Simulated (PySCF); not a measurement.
Species: C5H9O3 (charge -1).
Atom-mapped SMILES: `[CH3:1][O:2][C:3]([CH3:4])([CH3:5])[C:6](=[O:7])[O-:8]` (hydrogens: H9, H10, H11 on C1; H12, H13, H14 on C4; H15, H16, H17 on C5)

The closed-shell SCF was solved with PySCF and density fitting under several settings on one GFN2-xTB geometry (grid level 2 and gas phase unless stated).

```json
{"settings": "mPW1PW91/pcSseg-1, grid level 3", "basis functions": "181", "SCF cycles": "15", "E (Eh)": "-421.5225", "HOMO (eV)": "-1.37", "LUMO (eV)": "5.54"}
{"settings": "B97-2/def2-SVPD, grid level 1, energy threshold 1e-08 Eh", "basis functions": "241", "SCF cycles": "11", "E (Eh)": "-421.2417", "HOMO (eV)": "-1.44", "LUMO (eV)": "4.19"}
```

Task: Estimate the rows for these settings: (1) mPW1PW91/def2-SVPD, IEF-PCM water, level shift 0.1 Eh; (2) PBE0/def2-SVPD, fitting basis def2-universal-jkfit.

Result: 
| settings | basis functions | SCF cycles | E (Eh) | HOMO (eV) | LUMO (eV) |
| --- | --- | --- | --- | --- | --- |
| mPW1PW91/def2-SVPD, IEF-PCM water, level shift 0.1 Eh | 241 | 11 | -421.3867 | -6.41 | 0.82 |
| PBE0/def2-SVPD, fitting basis def2-universal-jkfit | 241 | 11 | -420.9203 | -1.73 | 4.14 |

Task: Over all rows, what range does the HOMO–LUMO gap span?

Result: From 5.63 eV (B97-2/def2-SVPD, grid level 1, energy threshold 1e-08 Eh) to 7.23 eV (mPW1PW91/def2-SVPD, IEF-PCM water, level shift 0.1 Eh). The functional of the narrowest has 21 % exact exchange, that of the widest 25 % exact exchange.

Cycle counts include a coarse-grid stage where the run had one. The species at its GFN2-xTB geometry (one conformer only).

Conformer computed: `[CH3:1][O:2][C:3]([CH3:4])([CH3:5])[C:6](=[O:7])[O-:8]`: C1–O2–C3–C4 -88°, O2–C3–C6–O7 -99°.
